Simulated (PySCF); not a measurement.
Gas-phase reaction: 3 MoF6 + N2O + O2 ⇌ 3 MoOF4 + 2 NF3

Method: PySCF energies (xtb for GFN2) plus ideal-gas RRHO corrections (1 bar). † marks an energy on the PBE0/def2-TZVP geometry and frequencies; other levels use their own. MP2 freezes the core. Open shells (unrestricted): O2 (multiplicity 3); the rest are closed-shell singlets. GFN2 has no spin-polarisation term. Mo: scalar-relativistic def2 core potential, no spin-orbit coupling. MP2 isn't extrapolated to the basis-set limit; its ΔH°(298 K) is 393.1 kJ in def2-SVP and 350.3 kJ in def2-TZVPP. The harmonic model lacks anharmonicity and excited electronic states, which grow with temperature; levels with a mode under 35 cm⁻¹ are left out. Soft modes under 120 cm⁻¹ make the harmonic entropy rough for MoF6, MoOF4.

```json
[
 {"level": "BLYP/def2-TZVP†", "ΔE electronic, kJ": "516", "ΔH°(298 K), kJ": "513", "ΔS°(298 K), J/K": "52", "ΔG°(800 K), kJ": "477"},
 {"level": "GFN2-xTB", "ΔE electronic, kJ": "867", "ΔH°(298 K), kJ": "856", "ΔS°(298 K), J/K": "93", "ΔG°(800 K), kJ": "784"},
 {"level": "HF/def2-TZVP†", "ΔE electronic, kJ": "476", "ΔH°(298 K), kJ": "474", "ΔS°(298 K), J/K": "52", "ΔG°(800 K), kJ": "438"},
 {"level": "M06-2X/def2-TZVP†", "ΔE electronic, kJ": "380", "ΔH°(298 K), kJ": "378", "ΔS°(298 K), J/K": "52", "ΔG°(800 K), kJ": "342"},
 {"level": "MP2/def2-SVP†", "ΔE electronic, kJ": "396", "ΔH°(298 K), kJ": "393", "ΔS°(298 K), J/K": "52", "ΔG°(800 K), kJ": "357"},
 {"level": "PBE/def2-SVP", "ΔE electronic, kJ": "582", "ΔH°(298 K), kJ": "577", "ΔS°(298 K), J/K": "59", "ΔG°(800 K), kJ": "534"},
 {"level": "PBE/def2-TZVP†", "ΔE electronic, kJ": "488", "ΔH°(298 K), kJ": "486", "ΔS°(298 K), J/K": "52", "ΔG°(800 K), kJ": "450"},
 {"level": "PBE0/def2-TZVP", "ΔE electronic, kJ": "455", "ΔH°(298 K), kJ": "452", "ΔS°(298 K), J/K": "52", "ΔG°(800 K), kJ": "416"},
 {"level": "LDA/def2-TZVP†", "ΔE electronic, kJ": "501", "ΔH°(298 K), kJ": "498", "ΔS°(298 K), J/K": "52", "ΔG°(800 K), kJ": "462"}
]
```
ΔH° is lowest at M06-2X/def2-TZVP† and highest at GFN2-xTB. No reference value is set beside these.
